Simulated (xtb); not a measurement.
Input for xtb: GFN-FF on H2S (SMILES S).

```
$ xtb mol.xyz --gfnff --sp --chrg 0 --uhf 0
3

S      0.01292978     0.05389253     3.47088444
H     -0.01119700     0.22813572     2.13372366
H     -0.89804455     1.01664524     3.68249979
```

The log:

```
[...]
           -------------------------------------------------
          |                Calculation Setup                |
           -------------------------------------------------



          ==================== Thresholds ====================
          CN  :   150.00000
          rep :   500.00000
          disp:  2500.00000
          HB1 :   250.00000
          HB2 :   450.00000

          Pauling EN used:
          Z : 1  EN :  2.20
          Z :16  EN :  2.58
          electric field strengths (au): 0.000

           -------------------------------------------------
          |           Force Field Initialization            |
           -------------------------------------------------

          distances ...
          ----------------------------------------
          generating topology and atomic info file ...
          pair mat ...
          computing topology distances matrix with Floyd-Warshall algo ...
          making topology EEQ charges ...
          #fragments for EEQ constrain: 1
          ----------------------------------------
          generating topology and atomic info file ...
          pair mat ...
          computing topology distances matrix with Floyd-Warshall algo ...
          making topology EEQ charges ...
          #fragments for EEQ constrain: 1
          rings ...
          # BATM   0
          # H in HB   2

  atom   neighbors  erfCN metchar sp-hybrid imet pi  qest     coordinates
    1  S       2    1.92   0.00         3    0    0  -0.171    0.024434    0.101842    6.559021
    2  H       1    0.97   0.00         0    0    0   0.086   -0.021159    0.431114    4.032153
    3  H       1    0.98   0.00         0    0    0   0.086   -1.697058    1.921181    6.958916

          #atoms :   3
          #bonds :   2
          #angl  :   1
          #tors  :   0
          #nmol  :   1
          #optfrag :   1
           -------------------------------------------------
          |                   G F N - F F                   |
          |          A general generic force-field          |
          |                  Version 1.0.3                  |
           -------------------------------------------------
          Number of HB bonds (bound hydrogen)     0
          Number of HB bonds (unbound hydrogen)   0
          Number of XB bonds                      0

 E+G (total)                   0 d,  0 h,  0 min,  0.000 sec
 distance/D3 list               ...        0 min,  0.000 sec (  1.126%)
 non bonded repulsion           ...        0 min,  0.000 sec ( 20.008%)
 dCN                            ...        0 min,  0.000 sec (  2.172%)
 EEQ energy and q               ...        0 min,  0.000 sec ( 22.680%)
 D3                             ...        0 min,  0.000 sec ( 11.147%)
 EEQ gradient                   ...        0 min,  0.000 sec ( 10.973%)
 bonds                          ...        0 min,  0.000 sec (  7.382%)
 bend and torsion               ...        0 min,  0.000 sec (  5.497%)
 bonded ATM                     ...        0 min,  0.000 sec (  0.533%)
 HB/XB (incl list setup)        ...        0 min,  0.000 sec ( 10.373%)

         :::::::::::::::::::::::::::::::::::::::::::::::::::::
         ::                     SUMMARY                     ::
         :::::::::::::::::::::::::::::::::::::::::::::::::::::
         :: total energy              -0.248201688000 Eh    ::
         :: gradient norm              0.010719534371 Eh/a0 ::
         ::.................................................::
         :: bond energy               -0.251448319504 Eh    ::
         :: angle energy               0.002042371638 Eh    ::
         :: torsion energy             0.000000000000 Eh    ::
Note: The following floating-point exceptions are signalling: IEEE_UNDERFLOW_FLAG IEEE_DENORMAL
normal termination of xtb
         :: repulsion energy           0.008347461205 Eh    ::
         :: electrostat energy        -0.006782559913 Eh    ::
         :: dispersion energy         -0.000360641426 Eh    ::
         :: HB energy                  0.000000000000 Eh    ::
         :: XB energy                  0.000000000000 Eh    ::
         :: bonded atm energy          0.000000000000 Eh    ::
         :: external energy            0.000000000000 Eh    ::
         :: add. restraining           0.000000000000 Eh    ::
         :: total charge               0.000000000000 e     ::
         :::::::::::::::::::::::::::::::::::::::::::::::::::::

           -------------------------------------------------
          |                Property Printout                |
           -------------------------------------------------

molecular dipole:
                 x           y           z       tot (Debye)
 q only:       -0.189       0.229      -0.226       0.948

           -------------------------------------------------
          | TOTAL ENERGY               -0.248201688000 Eh   |
          | GRADIENT NORM               0.010719534371 Eh/α |
           -------------------------------------------------
########################################################################
[WARNING] Runtime exception occurred
-1- gfnff_setup: Could not read topology file.
########################################################################

------------------------------------------------------------------------
------------------------------------------------------------------------
 total:
 SCF:
```

The run finished.

Cost: about 0.03 core-seconds (a rough figure).
